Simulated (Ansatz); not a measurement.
Reactions of CH$_{2}$BBrO$_{2}$, SMILES `OB1OC1Br`.

Computed with Ansatz on PBE0-D4/def2-TZVP structures; ΔE is electronic, products minus reactants. CCSD(T)/CBS adds triple-zeta CCSD(T) − MP2 to the extrapolated MP2 energy (def2 sets, frozen cores). This one scheme is used for every species, atoms too. For atomizations the MP2-based limit and the directly extrapolated one differ by several kJ/mol either way, and by 10 to 25 for some Ge, Se and Sn compounds, so smaller differences from it don't rank the levels. No spin–orbit coupling; open shells (•) take unrestricted orbitals. Spin–orbit coupling would lower the free atoms: a little for B, C, O; clearly for Br. Bonds to Br are less sure, by a few kJ/mol each and by 10 to 20 or more in all where they break to atoms, as the def2 sets lack core-valence functions. Scalar relativity is left out up to krypton. One conformer a species, not always the lowest.

Question: Order these by ΔE at CCSD(T)/CBS, lowest first. (An estimate is asked.)
A. `OB1OC1Br` → B• + Br• + C• + 2 H• + 2 O•
B. `OB1OC1Br` + H₂ → `BrC1BO1` + H₂O
C. `OB1OC1Br` + HCl → `OB1OC1Cl` + HBr
D. `OB1OC1Br` + H₂S → `OB1OC1S` + HBr

Answer: D (-14.1 kJ/mol), C (+6.1 kJ/mol), B (+88.7 kJ/mol), A (+2838.0 kJ/mol).

Largest T1 diagnostic: 0.014, for `OB1OC1S`.
